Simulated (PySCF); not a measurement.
Simulated outer-valence photoelectron spectrum of `[SiH3]O[SiH2][SeH]`. Method used: EOM-IP-CCSD/aug-cc-pVDZ in PySCF, restricted Hartree–Fock reference, 20 core orbitals frozen, non-relativistic, gas phase, PBE0-D3(BJ)/def2-SVP geometry.

Each root has a Gaussian of 0.4 eV full width with its one-hole share as area; cross sections and vibrations are left out, and the highest printed point is 100.

```
ionisation energy (eV)  intensity
                   8.8          0
                   8.9          2
                   9.0          9
                   9.1         27
                   9.2         57
                   9.3         84
                   9.4         88
                   9.5         65
                   9.6         34
                   9.7         13
                   9.8          3
                   9.9          1
                  10.0          0
                  10.1          0
                  10.2          1
                  10.3          3
                  10.4         12
                  10.5         34
                  10.6         65
                  10.7         92
                  10.8        100
                  10.9         97
                  11.0         98
                  11.1         98
                  11.2         80
                  11.3         49
                  11.4         21
                  11.5          7
                  11.6          3
                  11.7          9
                  11.8         25
                  11.9         54
                  12.0         82
                  12.1         90
                  12.2         75
                  12.3         61
                  12.4         68
                  12.5         86
                  12.6         88
                  12.7         66
                  12.8         36
                  12.9         18
                  13.0         19
                  13.1         40
                  13.2         70
                  13.3         88
                  13.4         79
                  13.5         50
                  13.6         27
                  13.7         26
                  13.8         46
                  13.9         76
                  14.0         96
                  14.1         99
                  14.2         98
                  14.3         99
                  14.4         91
                  14.5         65
                  14.6         34
                  14.7         13
                  14.8          3
                  14.9          1
```

Where are the maxima, and how many lines lie under the curve?

8 maxima, at 9.4, 10.8, 11.1, 12.1, 12.6, 13.3, 14.1 and 14.3 eV, from 8 lines.

List the lines with their holes.

```csv
E (eV),leading hole (HF orbital),area,Koopmans (eV)
9.36,HOMO,0.96,9.82
10.74,HOMO-1,0.95,11.48
11.11,HOMO-2,0.94,12.28
12.07,HOMO-3,0.95,12.86
12.57,HOMO-4,0.95,13.27
13.32,HOMO-5,0.94,14.19
14.00,HOMO-6,0.93,15.74
14.37,HOMO-7,0.93,16.03
```

The widest gap, 1.38 eV, lies between 9.36 and 10.74 eV. Only orbitals with −ε under 21 eV, eight at most, were ionised, so the high end of the curve may lack lines.

Time: 7.5 min. Hardware: one thread, Arm Neoverse V2, no GPU, shared host.

Conformer computed: `[SiH3:1][O:2][SiH2:3][SeH:4]`: Si1–O2–Si3–Se4 27°, H–Se4–Si3–O2 68°.

One conformer stands for the species.
